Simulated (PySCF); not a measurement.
In(H)2(nPr), C3H9In, SMILES CC[CH2][InH2], singlet, CAM-B3LYP/def2-SVP optimised geometry. Atoms within 1.6 Å of the plane z = 0.0 Å (x, y, z in Å): In1 (0.03, -1.91, 0.00), H2 (-0.82, -3.42, 0.00), H3 (1.76, -1.91, 0.00), C4 (-1.07, -0.04, 0.00), C5 (-0.24, 1.24, 0.03), C6 (-1.09, 2.52, 0.02), H7 (-1.76, -0.07, 0.86), H8 (-1.73, -0.05, -0.89), H9 (0.41, 1.25, 0.92), H10 (0.45, 1.26, -0.83), H11 (-1.72, 2.56, -0.88), H12 (-0.46, 3.42, 0.04), H13 (-1.76, 2.55, 0.89).

Computed with PySCF with CAM-B3LYP/def2-TZVP, def2 effective core potentials past Kr. The core electrons that the potentials of In replace are not part of the density. Cells within 0.4 Å of a nucleus heavier than hydrogen are left out (blank, or x).

Map of the deformation density (molecule minus spherical neutral atoms) (e/bohr³) on the plane z = 0.0 Å:

```
|1111111111111111111111111111111|
|1111111111111111111111111111111|
|1111111111111111111111111111111|
|1111111111111111111111111111111|
|1111111111111111111111111111111|
|1111111111112321111111111111111|
|1111111111103991111111111111111|
|1111111111104952111111111111111|
|11111111112xxx21111111111111111|
|111111111111x741011111111111111|
|1111111111003960011111111111111|
|11111111110025xx211111111111111|
|11111111111014xx211111111111111|
|1111111111113860011111111111111|
|1111111111115851011111111111111|
|11111111112xxx31111111111111111|
|111111111111x632111111111111111|
|1111111111113542211211111111111|
|1111111111113321122221111111111|
|1111111111112102013421111111111|
|111111111111210xx04651111111111|
|111111111111211x013531111111111|
|1111111111122310122321111111111|
|1111111111123542222221111111111|
|1111111111123743211111111111111|
|1111111111112332211111111111111|
|1111111111111122111111111111111|
|1111111111111111111111111111111|
|1111111111111111111111111111111|
|1111111111111111111111111111111|
|1111111111111111111111111111111|
```
Scale: ten equal steps from -0.020 (start of '0') to 0.086 (end of '9'), in the order '0123456789'; x runs from -5.50 to 5.50, y from -5.50 (bottom) to 5.50 (top).
